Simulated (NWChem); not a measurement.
System: GeHSI, singlet; SMILES [I][Ge][SH]

```xyz
4

Ge     0.8156    -1.0597    -0.0190
I     -0.1455     1.3179     0.0176
S     -1.1497    -2.1282    -0.0285
H     -0.5730    -3.3541    -0.0476
```
Atoms are numbered in this order, from 1.

Level: PBE0/def2-SVP with def2 effective core potentials on I (NWChem), optimised geometry, unscaled harmonic frequencies. Low-valent species are run as closed-shell singlets; no triplet was tried in these runs. def2 effective core potentials on I; no spin-orbit coupling.

```tsv
frequency (cm⁻¹)	IR intensity (km/mol)
112	0.3
235	34.5
375	17.3
393	45.0
719	5.3
2688	0.2
```

```
Property                                                                            Value
-----------------------------------------------------------------------  ----------------
zero-point energy                                                            6.5 kcal/mol
thermal correction to the enthalpy at 298.15 K (with zero-point energy)     10.1 kcal/mol
heat capacity Cv                                                         13.5 cal/(mol K)
entropy at 298.15 K and 1 atm (symmetry number 1)                        78.1 cal/(mol K)
```

Rigid rotor and harmonic oscillator.
